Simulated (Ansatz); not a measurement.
F6InP, SMILES `F[P+](F)(F)[In-]([F])([F])[F]`, relaxed with RKS PBE0-D4/def2-TZVP in Ansatz 0.2.0 from a GFN2-xTB geometry. The force threshold is 0.005 eV/Å; the program also tests the step.

Charge 0, multiplicity 1. In takes the def2 core potential.

Start:

```xyz
8

F    -1.012    1.946    1.286
P    -0.734    0.687    0.360
F    -1.482    1.264   -0.883
F    -1.910   -0.166    0.933
In    1.300   -0.872   -0.370
F     1.869   -1.891    1.197
F    -0.519   -1.240   -1.107
F     2.487    0.273   -1.416
```

```tsv
step	energy (eV)	largest force (eV/Å)	largest move (Å)
1	-30757.9191	2.579	0.000
2	-30758.0528	1.179	0.118
3	-30758.0976	0.784	0.042
4	-30758.1378	0.198	0.200
5	-30758.1491	0.106	0.132
6	-30758.1521	0.114	0.103
7	-30758.1575	0.053	0.200
8 (rejected)	-30758.1555	0.226	0.196
9	-30758.1589	0.033	0.072
10	-30758.1598	0.107	0.096
11	-30758.1602	0.102	0.017
12	-30758.1608	0.101	0.055
13	-30758.1614	0.109	0.094
14	-30758.1616	0.097	0.034
15	-30758.1617	0.056	0.045
16	-30758.1618	0.021	0.009
17	-30758.1618	0.006	0.006
18	-30758.1618	0.004	0.005
```

End:

```xyz
8

F    -0.502    1.841    1.350
P    -0.876    0.718    0.360
F    -1.621    1.527   -0.722
F    -2.064    0.069    1.100
In    1.179   -0.968   -0.487
F     1.606   -1.591    1.295
F     0.047   -2.049   -1.624
F     2.231    0.454   -1.271
```

It took 48 s on 4 threads of an AMD EPYC 9R45 on a shared host, with 1 GiB of host memory at the peak.
